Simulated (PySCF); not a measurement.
## What settings do to a single point of [Gd(OH)4]−

The sound run of [Gd(OH)4]− (singlet in the valence; each metal's 4f electrons, 7 of them, lie in its core potential, out of spins and levels; a saddle point, relaxed within its symmetry) uses PySCF 2.14.0, RKS BP86, Gd lcecp-1-SVP with ECP53, O def2-SVP, H def2-SVP; non-relativistic Hamiltonian with scalar-relativistic core potentials where named; density fitting; no spin-orbit coupling, grid (50, 194), threshold 1e-8 Eh and 55 cycles, at the relaxed geometry:

```xyz
9

Gd    0.0088    0.0024    0.0032
O     1.2511    1.2492    1.2327
H     1.8797    1.6766    1.8292
O    -1.2697   -1.2346    1.2318
H    -2.1729   -1.4075    1.5378
O     1.2261   -1.2699   -1.2369
H     1.4968   -2.0644   -1.7171
O    -1.2621    1.2418   -1.2079
H    -1.6012    2.0187   -1.6729
```

There Gd1 has a Mulliken charge of 0.55 e and the dipole about the centre of mass is 0.52 D. Each run below changes one thing and starts from free metal ions and neutral atoms unless it says otherwise; with 55 cycles, smearing, a level shift and second-order steps follow where DIIS fails, and their cycles count. Energy shifts count from the sound run. On f atoms grids over 110 angular points are at least (60, 302).

```
                                change    outcome  cycles  energy shift (eV)  largest force component (eV/Å)  charge on Gd1 (e)  dipole about the centre of mass (D)
                all coordinates × 1.05  converged       9               0.57                            1.91               0.63                                 0.50
H7 put 0.8 Å from Gd1, limit 70 cycles  converged      12              35.08                           92.13               0.81                                 4.37
                       threshold 0.001  converged       6             0.0048                            0.06               0.55                                 0.45
                        grid (40, 110)  converged       9            -0.0360                            0.13               0.55                                 0.52
```

Q: How does the run with this change end: charge changed by +5, spin kept, limit 61 cycles?

A: outcome refused.

Unsound on purpose, so not properties of the compound: H7 put 0.8 Å from Gd1, limit 70 cycles.

Forces carry noise of the integration grid, about 0.01 to 0.03 eV/Å.

An lcecp potential fixes the number of 4f electrons, so in runs with it no electron can move into or out of that shell.
